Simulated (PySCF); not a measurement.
Species: C₆H₁₀OP₂.
Numbering: `[PH2:1][CH2:2][CH2:3][PH:4][c:5]1[cH:6][cH:7][o:8][cH:9]1` (hydrogens: H10, H11 on P1; H12, H13 on C2; H14, H15 on C3; H16 on P4; H17 on C6; H18 on C7; H19 on C9)

Cartesian coordinates in Å at the PBE0-D3(BJ)/def2-SVP level; atoms count from 1:
```xyz
19
C6H10OP2 angstrom
P      3.6466   -0.2063   -0.8657
C      2.4206   -1.1584    0.1712
C      0.9583   -0.7300    0.1419
P      0.1493   -0.9454   -1.5321
C     -1.5850   -0.6378   -1.0757
C     -2.2499    0.6375   -1.0942
C     -3.5373    0.4013   -0.7204
O     -3.7232   -0.9133   -0.4823
C     -2.5469   -1.5326   -0.6935
H      3.1933    1.1016   -0.5039
H      2.9026   -0.2094   -2.0856
H      2.5245   -2.2182   -0.1201
H      2.8023   -1.1040    1.2046
H      0.8703    0.3411    0.3915
H      0.3765   -1.2813    0.8985
H      0.0740   -2.3726   -1.4962
H     -1.8157    1.5990   -1.3613
H     -4.4065    1.0408   -0.5895
H     -2.5344   -2.6102   -0.5468
```

All values: PBE0/pcSseg-1 (PySCF, non-relativistic), on one gas-phase PBE0-D3(BJ)/def2-SVP geometry that isn't relaxed in the solvent. The solvent is an IEF-PCM continuum (Bondi radii, 1.10 Å for H, scaled by 1.2). Only the electrostatic response of the medium enters.

```
run  E − E(gas) (kcal/mol)  HOMO (eV)  HOMO–LUMO gap (eV)  dipole (D)
gas                   0.00      -6.61                6.53        1.83
  P                  -2.48      -6.56                6.55        2.06
  Q                  -4.67      -6.55                6.56        2.28
```

Task: The runs were made in benzene and tetrahydrofuran. Which run belongs to which solvent?

Result: P = benzene, Q = tetrahydrofuran. The dielectric constants are 2.271 (benzene), 7.426 (tetrahydrofuran), and the energy falls further as ε rises. In this model the ground state sees the solvent through ε alone.

Task: How constant is the ratio of the lowering to (ε − 1)/(2ε + 1)?

Result: 
| solvent | (ε − 1)/(2ε + 1) | E − E(gas) (kcal/mol) | ratio (kcal/mol) | polarisation term (kcal/mol) |
| --- | --- | --- | --- | --- |
| benzene | 0.229 | -2.48 | -10.8 | -2.62 |
| tetrahydrofuran | 0.405 | -4.67 | -11.5 | -5.21 |

The ratio changes by +6.7 % in size from benzene to tetrahydrofuran. The polarisation term is half the interaction of the solute with the induced surface charges.

Hardware: one thread, Arm Neoverse V1 (aarch64), no GPU, shared host with 32 logical CPUs at a one-minute load of 27. Cost: 38 s wall, 1.2 GiB resident at most. This is the whole shielding run at PBE0/pcSseg-1 in tetrahydrofuran, SCF included.
